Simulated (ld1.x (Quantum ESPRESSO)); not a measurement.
**Varying the PAW potential for O**

Base potential:

- Element: O (Z = 8)
- Generator: ld1.x (Quantum ESPRESSO) 7.5
- Type: PAW
- Functional: PBE
- Relativity: scalar-relativistic
- Frozen core: [He]
- Valence charge: 6
- Reference configuration: 2s2 2p4
- Partial waves: 2s (bound): rcut 0.50, rcutus 0.70 bohr; 2s channel at 1.7 Ry: rcut 0.50, rcutus 0.70 bohr; 2p (bound): rcut 0.75, rcutus 0.95 bohr; 2p channel at -0.1 Ry: rcut 0.75, rcutus 0.95 bohr; 3d channel at -0.1 Ry: rcut 0.80, rcutus 0.95 bohr; 3d channel at 2.65 Ry: rcut 0.80, rcutus 0.95 bohr
- Local potential: all-electron potential smoothed inside 0.55 bohr (lloc = -1)
- Core correction: Bessel-smoothed model core, default radius (core density twice the valence density)
- Augmentation charge: PSQ, radius 0.40 bohr

All-electron outer shells of the reference configuration (PBE, scalar-relativistic, ld1.x):

```json
{"shell": "1s", "level (eV)": "-514.70", "outermost node (bohr)": "–", "outermost maximum (bohr)": "0.13"}
{"shell": "2s", "level (eV)": "-23.96", "outermost node (bohr)": "0.28", "outermost maximum (bohr)": "0.87"}
{"shell": "2p", "level (eV)": "-9.03", "outermost node (bohr)": "–", "outermost maximum (bohr)": "0.82"}
```

Cutoffs, loose and tight: the cutoffs (Ry, on a coarse ladder) from which the occupation-weighted sum of valence levels, in a spherical-Bessel basis at the reference potential, stays within 10 and 1 mRy of its value at 400 Ry. They do not see the model core or the augmentation charge, which bear on the density cutoff. Test errors are all-electron minus pseudo excitation energies from the reference, over the configurations 2s2 2p3; 2s2 2p2; 2s2 2p1; 2s1 2p4; 2s1 2p5; 2s0 2p6; 2s2 2p4.3. A dash means not determined; rows that change the core or the reference have their own tests.

Cutoffs are not given where the Bessel-basis levels miss the radial ones by over 6 mRy, ghosts where they miss by over 20 mRy; a channel whose overlap is not positive is not tested.

A file whose overlap is not positive is unfit for use, and its test errors describe a broken file.

| change | outcome | cutoff, loose | cutoff, tight | bound ghosts | largest test error (meV) |
| --- | --- | --- | --- | --- | --- |
| base | generated, overlap not positive | – | – | not determined (overlap not positive) | -9.8 |
| wave 3d channel at 2.65 Ry: rcut 0.80, rcutus 0.95 bohr becomes 3d channel at 0.1 Ry: rcut 0.80, rcutus 0.95 bohr | generated, overlap not positive | – | – | not determined (overlap not positive) | -9.8 |
| waves 3d channel at -0.1 Ry: rcut 0.80, rcutus 1.22 bohr; 3d channel at 2.65 Ry: rcut 0.80, rcutus 1.22 bohr | generated, overlap not positive | – | – | not determined (overlap not positive) | -9.8 |
| local potential all-electron potential smoothed inside 0.34 bohr (lloc = -1) | generated, overlap not positive | – | – | not determined (overlap not positive) | -4.0 |

(1) What comes out with this change to the base: type ultrasoft; local potential all-electron potential smoothed inside 0.60 bohr (lloc = -1); augmentation PSQ, radius 0.45 bohr?

(2) What comes out with this change to the base: augmentation BESSEL, radius 0.45 bohr?

(3) What comes out with this change to the base: local potential all-electron potential smoothed inside 0.65 bohr (lloc = -2)?

Results:

(1) outcome: generated, overlap not positive; bound ghosts: not determined (overlap not positive); largest test error (meV): +53. A file whose overlap is not positive is unfit for use, and its test errors describe a broken file.

(2) outcome: generated, overlap not positive; bound ghosts: not determined (overlap not positive); largest test error (meV): +11. A file whose overlap is not positive is unfit for use, and its test errors describe a broken file.

(3) outcome: generated; cutoff, loose: 80 Ry; cutoff, tight: 140 Ry; bound ghosts: none; largest test error (meV): -7.0.
